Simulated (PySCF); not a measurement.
CsBr, SMILES [Br][Cs]. Atoms are numbered in the order given.

```xyz
2

Cs     0.0000     0.0000    -1.2078
Br     0.0000     0.0000     1.8980
```

The structure is a stationary point at PBE0-D3(BJ)/def2-TZVPD. The def2 effective core potentials stand for the cores of Cs; spin–orbit coupling is left out.

Calculation: PySCF with PBE/def2-TZVPD.

The molecule is in vacuum.

Computed frontier levels, gap, dipole moment and polarisability:
```yaml
highest_occupied_level: -4.62 eV
lowest_empty_level: -1.68 eV
orbital_gap: 2.94 eV
dipole_moment: 10.54 D
quadrupole, principal values (traceless, Buckingham form, about the centre of nuclear charge): -6.65, 3.33, 3.33 D·Å
mean_static_polarisability: 66.7 bohr³ (9.88 Å³)
polarisability_principal_values: 52.7, 52.7, 94.6 bohr³
```
